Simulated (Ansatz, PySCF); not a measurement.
C8H6, SMILES C1=CC2=CC=CC2=C1. Atoms are numbered in the order given.

```xyz
14

C     -0.0346    -2.1722     0.0000
C      1.1163    -1.4605     0.0000
C      0.7342    -0.0280     0.0000
C      1.2112     1.2356     0.0000
C      0.0346     2.1722     0.0000
C     -1.1163     1.4605     0.0000
C     -0.7342     0.0280     0.0000
C     -1.2112    -1.2356     0.0000
H     -0.1208    -3.2606     0.0000
H      2.1309    -1.8598     0.0000
H      2.2547     1.5594     0.0000
H      0.1208     3.2606     0.0000
H     -2.1309     1.8598     0.0000
H     -2.2547    -1.5594     0.0000
```
Charge 0, spin multiplicity 1.

Coordinates come from a ωB97X-D3(BJ)/def2-SVP optimisation.

Two levels are set side by side: PBE-D3(BJ)/def2-SVP (Ansatz, an electronic-structure program) and ωB97X-D3(BJ)/def2-SVP (PySCF). Each level has its own optimised geometry; the coordinates shown are those of the second. Frequencies come from the Hessian of PySCF at each geometry. Differences are taken from unrounded values.

| quantity | ωB97X-D3(BJ) | PBE-D3(BJ) | PBE-D3(BJ) minus ωB97X-D3(BJ) |
|---|---|---|---|
| mean bond length (Å) | 1.293 | 1.298 | 0.005 |
| bond C1–C2 (Å) | 1.353 | 1.371 | 0.018 |
| bond C1–C8 (Å) | 1.504 | 1.493 | -0.011 |
| bond C2–C3 (Å) | 1.483 | 1.475 | -0.008 |
| bond C3–C4 (Å) | 1.351 | 1.373 | 0.022 |
| bond C3–C7 (Å) | 1.470 | 1.458 | -0.012 |
| bond C4–C5 (Å) | 1.504 | 1.493 | -0.011 |
| bond C5–C6 (Å) | 1.353 | 1.371 | 0.018 |
| bond C6–C7 (Å) | 1.483 | 1.475 | -0.008 |
| bond C7–C8 (Å) | 1.351 | 1.373 | 0.022 |
| bond C1–H9 (Å) | 1.092 | 1.098 | 0.006 |
| bond C2–H10 (Å) | 1.090 | 1.097 | 0.007 |
| bond C4–H11 (Å) | 1.093 | 1.100 | 0.007 |
| bond C5–H12 (Å) | 1.092 | 1.098 | 0.006 |
| bond C6–H13 (Å) | 1.090 | 1.097 | 0.007 |
| bond C8–H14 (Å) | 1.093 | 1.100 | 0.007 |
| highest harmonic wavenumber (cm⁻¹) | 3271 | 3176 | -95 |
| mean harmonic wavenumber (cm⁻¹) | 1366 | 1307 | -59 |
| zero-point energy (kcal/mol) | 70.30 | 67.26 | -3.05 |

GGA bonds tend to be longer and softer than those of functionals with exact exchange. Differences between two approximate levels are no errors against the true value.
